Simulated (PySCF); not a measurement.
CH7ClOSi3, SMILES Cl[Si@H]1[SiH2][C@@H](O)[SiH2]1. Geometry optimised at PBE0-D3(BJ)/def2-SVP. The structure was generated by enumeration; whether it is a known compound was not checked. Other conformers were not sampled.

Problem. Give the equilibrium geometry at PBE0-D3(BJ)/def2-SVP (PySCF confirms it by a frequency run) as a Z-matrix. (An estimate is asked for; the answer gives what the named calculation found.)

Solution. This is not unique; one that fits is 
```
C
H 1 1.1059
O 1 1.4271 2 113.10
H 3 0.9643 1 109.18 2 -73.05
Si 1 1.9198 2 116.46 3 118.76
H 5 1.4917 1 114.89 2 -78.70
H 5 1.4996 6 110.46 1 -124.96
Si 1 1.9274 2 117.87 3 -126.17
H 8 1.4978 1 113.37 2 -40.95
H 8 1.4979 9 109.95 1 -125.61
Si 5 2.3543 6 124.08 7 -129.89
H 11 1.4914 5 120.40 6 100.96
Cl 11 2.0793 12 107.71 5 136.05
```
Charge 0, spin multiplicity 1.
